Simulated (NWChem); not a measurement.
C₃H₄ClFSi; SMILES FC1=CC[Si@@H]1Cl

```xyz
10

F     -1.5465     1.9748    -0.0742
C     -0.4123     1.2701    -0.0344
C      0.8142     1.6622    -0.4303
C      1.7456     0.4732    -0.1842
Si     0.2186    -0.3638     0.5977
Cl    -0.4788    -2.1231    -0.2687
H      1.1105     2.6324    -0.8286
H      2.1251     0.0105    -1.1012
H      2.5911     0.6906     0.4782
H      0.2081    -0.5966     2.0626
```
Atoms are numbered in this order, from 1.

All runs use the structure optimised with B3LYP/6-31G* (spherical d). B3LYP is NWChem's, with the RPA form of VWN correlation.

Question: Give the principal values of the shielding tensors (ppm) of F1, C2, C3, C4, Si5 from B3LYP/6-31G* (spherical d), GIAO (NWChem), with their diamagnetic and paramagnetic parts as GIAO splits them.

Answer: 
```tsv
atom	σ11	σ22	σ33	isotropic	diamagnetic	paramagnetic
F1	173.3	280.5	382.7	278.8	475.2	-196.4
C2	-43.0	60.1	81.6	32.9	249.4	-216.5
C3	-32.8	94.3	141.8	67.7	258.6	-190.8
C4	162.4	179.6	184.6	175.5	250.2	-74.6
Si5	369.1	392.9	431.2	397.7	882.1	-484.4
```
